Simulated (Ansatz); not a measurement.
`[OH][Zr]([F])([F])[c]1ccccc1` at its PBE0-D4/def2-TZVP geometry, where that method's forces vanish. Total charge 0; spin multiplicity 1. Zr: def2 effective core potential.

```json
{"atom": "O1", "x (Å)": "-2.4793", "y (Å)": "-2.2871", "z (Å)": "-0.8182"}
{"atom": "Zr2", "x (Å)": "-1.9036", "y (Å)": "-0.5914", "z (Å)": "-1.4759"}
{"atom": "F3", "x (Å)": "-1.2717", "y (Å)": "-0.6679", "z (Å)": "-3.2754"}
{"atom": "F4", "x (Å)": "-3.2421", "y (Å)": "0.7588", "z (Å)": "-1.3090"}
{"atom": "C5", "x (Å)": "-0.2000", "y (Å)": "0.0034", "z (Å)": "-0.2039"}
{"atom": "C6", "x (Å)": "0.4322", "y (Å)": "1.2193", "z (Å)": "-0.4921"}
{"atom": "C7", "x (Å)": "1.5084", "y (Å)": "1.6728", "z (Å)": "0.2567"}
{"atom": "C8", "x (Å)": "1.9767", "y (Å)": "0.9116", "z (Å)": "1.3176"}
{"atom": "C9", "x (Å)": "1.3691", "y (Å)": "-0.2975", "z (Å)": "1.6258"}
{"atom": "C10", "x (Å)": "0.2938", "y (Å)": "-0.7438", "z (Å)": "0.8721"}
{"atom": "H11", "x (Å)": "-2.9393", "y (Å)": "-3.1111", "z (Å)": "-0.6842"}
{"atom": "H12", "x (Å)": "0.0876", "y (Å)": "1.8386", "z (Å)": "-1.3189"}
{"atom": "H13", "x (Å)": "1.9819", "y (Å)": "2.6178", "z (Å)": "0.0142"}
{"atom": "H14", "x (Å)": "2.8176", "y (Å)": "1.2616", "z (Å)": "1.9059"}
{"atom": "H15", "x (Å)": "1.7360", "y (Å)": "-0.8920", "z (Å)": "2.4555"}
{"atom": "H16", "x (Å)": "-0.1673", "y (Å)": "-1.6929", "z (Å)": "1.1299"}
```

(1) For each bond, give half the difference of the two atoms' forces along it (eV/Å; positive pushes the atoms apart) under PBE-D4, r2SCAN-D4, B3LYP-D4, ωB97M-V in def2-TZVPP. (Estimate.)

Answers

(1) Computed: 
```json
{"bond": "O1–Zr2", "length (Å)": "1.908", "PBE-D4": "-0.01", "r2SCAN-D4": "0.14", "B3LYP-D4": "0.16", "ωB97M-V": "0.11"}
{"bond": "O1–H11", "length (Å)": "0.953", "PBE-D4": "0.30", "r2SCAN-D4": "-0.05", "B3LYP-D4": "-0.11", "ωB97M-V": "-0.10"}
{"bond": "Zr2–F3", "length (Å)": "1.909", "PBE-D4": "0.17", "r2SCAN-D4": "0.03", "B3LYP-D4": "0.14", "ωB97M-V": "0.01"}
{"bond": "Zr2–C5", "length (Å)": "2.208", "PBE-D4": "-0.18", "r2SCAN-D4": "-0.06", "B3LYP-D4": "-0.03", "ωB97M-V": "0.03"}
{"bond": "C5–C6", "length (Å)": "1.400", "PBE-D4": "0.13", "r2SCAN-D4": "0.09", "B3LYP-D4": "0.07", "ωB97M-V": "0.01"}
{"bond": "C5–C10", "length (Å)": "1.400", "PBE-D4": "0.11", "r2SCAN-D4": "0.07", "B3LYP-D4": "0.06", "ωB97M-V": "0.02"}
{"bond": "C6–C7", "length (Å)": "1.387", "PBE-D4": "0.13", "r2SCAN-D4": "0.09", "B3LYP-D4": "0.09", "ωB97M-V": "0.05"}
{"bond": "C6–H12", "length (Å)": "1.089", "PBE-D4": "0.00", "r2SCAN-D4": "-0.08", "B3LYP-D4": "-0.14", "ωB97M-V": "-0.06"}
{"bond": "C7–C8", "length (Å)": "1.387", "PBE-D4": "0.12", "r2SCAN-D4": "0.09", "B3LYP-D4": "0.11", "ωB97M-V": "0.04"}
{"bond": "C7–H13", "length (Å)": "1.084", "PBE-D4": "0.01", "r2SCAN-D4": "-0.09", "B3LYP-D4": "-0.14", "ωB97M-V": "-0.10"}
{"bond": "C8–C9", "length (Å)": "1.388", "PBE-D4": "0.11", "r2SCAN-D4": "0.09", "B3LYP-D4": "0.11", "ωB97M-V": "0.05"}
{"bond": "C8–H14", "length (Å)": "1.084", "PBE-D4": "0.00", "r2SCAN-D4": "-0.09", "B3LYP-D4": "-0.15", "ωB97M-V": "-0.09"}
{"bond": "C9–H15", "length (Å)": "1.085", "PBE-D4": "0.01", "r2SCAN-D4": "-0.09", "B3LYP-D4": "-0.14", "ωB97M-V": "-0.10"}
{"bond": "C10–H16", "length (Å)": "1.086", "PBE-D4": "0.01", "r2SCAN-D4": "-0.08", "B3LYP-D4": "-0.15", "ωB97M-V": "-0.07"}
```

B3LYP here is the variant with VWN-RPA as its local correlation; programs differ in this.
